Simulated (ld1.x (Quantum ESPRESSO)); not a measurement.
## Logarithmic derivatives: nitrogen, ultrasoft

```
Element                 : N (Z = 7)
Generator               : ld1.x (Quantum ESPRESSO) 7.5
Type                    : ultrasoft
Functional              : revPBE
Relativity              : non-relativistic
Frozen core             : [He]
Valence charge          : 5
Reference configuration : 2s2 2p2 (charge +1)
Partial waves           : 2s (bound): rcut 0.60, rcutus 0.70 bohr; 2s channel at -0.75 Ry: rcut 0.60, rcutus 0.70 bohr; 2p (bound): rcut 1.90, rcutus 2.10 bohr; 2p channel at 2.55 Ry: rcut 1.90, rcutus 2.10 bohr; 3d channel at 0.45 Ry: rcut 1.25, rcutus 1.75 bohr; 3d channel at 1.8 Ry: rcut 1.25, rcutus 1.75 bohr
Local potential         : all-electron potential smoothed inside 0.60 bohr (lloc = -1)
Core correction         : Bessel-smoothed model core, default radius (core density twice the valence density)
Augmentation charge     : PSQ, inside the norm-conserving radii
```

The phase is arctan(r·u′/u) with u = r·R(r), unwrapped; energies in Ry, scanned from -4 to 5 Ry. A pole is an energy at which the radial function vanishes at the test radius. The pseudo phase is shifted by a multiple of π to meet the all-electron one at the reference energy, and phase errors are pseudo minus all-electron; the curves can meet again beyond the range given. Levels narrower than the energy grid can be missing from the lists of poles.

For each channel, where are the poles, and over which energies does the pseudopotential scatter like the atom?

```csv
channel,radius (bohr),reference energy (Ry),"poles, all-electron","poles, pseudo",unbroken range about the reference energy with phases within 0.05 rad,phase error 1 Ry above the reference energy (rad)
s,2.31,-2.39,-2.08,-2.08,the whole range,+0.000
p,2.31,-1.52,"-1.18, 4.78","-1.18, 4.68",the whole range,-0.003
d,2.31,0.45,3.06,"3.03, 4.57",below 3.8,-0.000
```

Note: ghost state, extra bound levels that the all-electron valence spectrum of the same l lacks: s at -131.1 eV. A true bound ghost makes a file unfit for plane-wave use.

Phases in the p channel:

```tsv
E (Ry)	all-electron	pseudo
-4.00	1.315	1.314
-3.52	1.288	1.286
-3.04	1.246	1.244
-2.56	1.170	1.167
-2.08	0.955	0.951
-1.60	-0.770	-0.771
-1.12	-1.605	-1.607
-0.64	-1.769	-1.772
-0.16	-1.882	-1.886
0.32	-2.018	-2.026
0.80	-2.259	-2.271
1.28	-2.814	-2.833
1.76	-3.714	-3.722
2.24	-4.216	-4.216
2.72	-4.429	-4.429
3.20	-4.541	-4.542
3.68	-4.612	-4.614
4.16	-4.662	-4.667
4.64	-4.702	-4.709
```
